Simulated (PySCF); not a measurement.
BH3, SMILES B. Coordinates come from a B3LYP-D3(BJ)/def2-TZVPD optimisation. The isomer is the one that the SMILES or the coordinates give; other isomers of the formula were not compared.

TDA-PBE/def2-TZVPD (PySCF) puts the lowest singlet excitations at 5.63, 5.63, 8.63, 8.63, 10.41, 10.43 eV and the lowest triplet (TDA) at 4.80 eV.

Question: What are the lowest singlet roots from PySCF with EOM-CCSD/aug-cc-pVDZ? (The exact figures need the calculation; the answer reports its results.)

Answer: 6.09, 6.09, 9.93, 9.93, 10.79, 10.87 eV; triplets 5.42, 5.42, 9.59 eV. S1 differs by 0.45 eV (second minus first; roots are paired by order, and the bases may differ).
